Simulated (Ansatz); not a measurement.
Cost and result for the atomization energy of CH₄O₂Si, SMILES `CO[Si]O` (8 atoms, 7 bonds).

Cartesian coordinates in Å:
```
C -0.5501 -1.1328 -0.3585
O 0.0729 0.1242 -0.2075
Si 0.3606 0.8446 1.2570
O 1.0811 2.2300 0.7430
H -1.4566 -1.0200 -0.9576
H -0.8224 -1.5758 0.6071
H 0.1281 -1.8153 -0.8756
H 1.1864 2.3452 -0.2078
```

Charge 0, multiplicity 1. The geometry is a stationary point of PBE0-D4/def2-TZVP. It is one conformer, not always the lowest. Program: Ansatz. All runs use 2 threads of a server CPU on a shared host. Times are those of one run each, without the atoms' runs, and a repeat can differ threefold. Electronic energies, without spin–orbit coupling; frozen cores. CCSD(T)/CBS adds CCSD(T) − MP2 in def2-TZVPP to the MP2 limit, and its time is that of the two runs behind it. T1 = 0.014. B3LYP takes the VWN-RPA correlation (the form of Gaussian; ORCA's B3LYP/G).

CCSD(T)/CBS is a level of theory with its own doubt, some kJ/mol a heavy atom from the limit and from the frozen cores, so smaller differences don't rank the functionals.

| level | functions | wall time | atomization (kcal/mol) | difference from CCSD(T)/CBS | per bond |
| --- | --- | --- | --- | --- | --- |
| LDA (SPW92)/def2-TZVPP | 191 | 1 s | 858.1 | 112.8 | 16.1 |
| BLYP-D4/def2-TZVPP | 191 | 1.6 s | 745.5 | 0.2 | 0.0 |
| revPBE-D4/def2-TZVPP | 191 | 1.7 s | 735.4 | -9.9 | -1.4 |
| PBE0-D4/def2-TZVPP | 191 | 2.2 s | 736.8 | -8.5 | -1.2 |
| BHLYP-D4/def2-TZVPP | 191 | 2.2 s | 713.0 | -32.3 | -4.6 |
| CCSD(T)/def2-SVP | 80 | 2.4 s | 690.4 | -54.9 | -7.9 |
| B3LYP-D4/def2-TZVPP (with forces) | 191 | 2.8 s | 741.6 | -3.7 | -0.5 |
| PBE-QIDH/def2-TZVPP | 191 | 4.2 s | 732.0 | -13.3 | -1.9 |
| ωB97X-V/def2-TZVPP | 191 | 6 s | 743.9 | -1.4 | -0.2 |
| ωB97M-V/def2-TZVPP (with forces) | 191 | 7.5 s | 747.6 | 2.3 | 0.3 |
| MP2/def2-QZVPP | 361 | 15 s | 753.6 | 8.3 | 1.2 |
| CCSD(T)/def2-TZVPP | 191 | 39 s | 723.2 | -22.1 | -3.2 |
| CCSD(T)/CBS(def2) | – | 54 s | 745.3 | 0.0 | 0.0 |

In def2-TZVPP, CCSD(T) changes the Hartree–Fock value by +200.7 kcal/mol (the triples alone add +12.2 kcal/mol) and MP2 by +217.8 kcal/mol; breaking electron pairs costs correlation energy, which Hartree–Fock lacks. At CCSD(T), def2-SVP lies −55.0 kcal/mol from the extrapolated value and def2-TZVPP −22.2 kcal/mol: correlation converges slowly with the basis, and small sets miss more of it in the bonded molecule than in its fragments. From r2SCAN to r2SCAN0 (25 % exact exchange), in def2-TZVPP and without D4, the atomization energy moves by −16.8 kcal/mol: exact exchange takes away binding that semilocal exchange gives to molecules.
